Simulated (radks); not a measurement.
Values are calculated unless marked as measured or tabulated.
All-electron atom: Nb+ in [Kr] 4d4 (the NIST ground configuration). Code: a radial shooting solver on a logarithmic mesh with Libxc functionals. Model: Dirac Kohn-Sham, exchange-only LDA, spin-unpolarised, spherical densities, point nucleus; open shells fill j = l - 1/2 first.

Normalised radial functions P(r) = r R(r) (large component), r in bohr:

r          3d3/2    4p3/2
0.001859  0.0000   0.0011
0.002819  0.0001   0.0024
0.004273  0.0002   0.0052
0.006477  0.0005   0.0113
0.009818  0.0015   0.0240
0.01488   0.0046   0.0492
0.02256   0.0140   0.0956
0.0342    0.0410   0.1705
0.05184   0.1120   0.2655
0.07859   0.2781   0.3273
0.1201    0.6088   0.2376
0.182     1.0804  -0.0865
0.276     1.4779  -0.4599
0.4183    1.4446  -0.3946
0.6341    0.9261   0.2810
0.9613    0.3422   0.9205
1.457     0.0594   0.8529
2.209     0.0036   0.3770
3.348     0.0000   0.0763
5.076     0.0000   0.0054
7.694     0.0000   0.0001

3d3/2: eigenvalue -202.82 eV, 0 radial nodes, <r> = 0.431 bohr, 90 % of the charge inside 0.693 bohr. 4p3/2: eigenvalue -39.038 eV, 2 radial nodes at r = 0.166, 0.548 bohr, <r> = 1.32 bohr, 90 % of the charge inside 1.96 bohr.
